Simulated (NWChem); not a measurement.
Molecule: diboron tetrachloride (B₂Cl₄); SMILES ClB(Cl)B(Cl)Cl

```xyz
6

Cl    -1.0992     1.7323     1.0476
B      0.0000     0.8464     0.0000
Cl     1.0992     1.7323    -1.0476
B      0.0000    -0.8464     0.0000
Cl    -1.0992    -1.7323    -1.0476
Cl     1.0992    -1.7323     1.0476
```
Atoms are numbered in this order, from 1.

All runs: NWChem. Pople sets run with spherical d functions. STO-3G and 3-21G are far too small for this property and stand as cheap habits. Coordinates come from a B3LYP/6-31G* (spherical d) optimisation. GIAO values for the isolated, static molecule; σ is the absolute isotropic shielding, δ = σ(reference) − σ with the isolated reference molecule computed at the same levels (11B: boron trifluoride).

| level | σ Cl1 (ppm) | δ B2 (ppm) |
|---|---|---|
| Hartree-Fock/STO-3G | … | … |
| Hartree-Fock/6-31G* | 775.8 | 57.9 |
| PBE0/pcSseg-1 | 614.6 | 52.7 |

**Question.** Complete the blanks.

**Answer.** 
- Hartree-Fock/STO-3G, σ Cl1 (ppm): 987.9
- Hartree-Fock/STO-3G, δ B2 (ppm): 60.0
